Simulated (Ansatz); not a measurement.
Cd2SF2. The state is a triplet with charge 0. Geometry PBE0-D4/def2-SVP, that of the neutral singlet; atoms count from 1.

```xyz
5

Cd    0.504    1.638   -0.341
Cd   -0.509   -1.516    0.705
S    -0.023    0.552    1.641
F     0.950    2.578   -1.969
F    -0.922   -3.252   -0.035
```

In the def2 sets Cd takes a core potential; there is no spin–orbit coupling. At PBE0-D4/def2-TZVP a singlet of charge 0 lies 3.70 eV below the triplet at the same geometry. The structure comes from a short search, and lower isomers may exist.

Problem. Estimate the Mulliken populations from the PBE0/def2-TZVP orbitals of Ansatz.

Solution. 
| atom | charge (e) | spin (α − β) | d electrons |
| --- | --- | --- | --- |
| Cd1 | 0.61 | 0.39 | 9.98 |
| Cd2 | 0.61 | 0.39 | 9.98 |
| S3 | -0.11 | 1.10 | – |
| F4 | -0.56 | 0.06 | – |
| F5 | -0.56 | 0.06 | – |
Mulliken values and Mayer orders depend strongly on the basis.

Problem. Where does the spin sit?

Solution. Summed by element: Cd 0.78, S 1.10, F 0.12, of 2 unpaired in all. Largest on single atoms: S3 1.10, Cd2 0.39, Cd1 0.39.

Problem. And the Mayer bond orders between bonded heavy atoms (over 0.3)?

Solution. Cd1–Cd2 0.38 (3.47 Å); Cd1–S3 0.63 (2.32 Å); Cd1–F4 0.64 (1.93 Å); Cd2–S3 0.63 (2.32 Å); Cd2–F5 0.64 (1.93 Å).
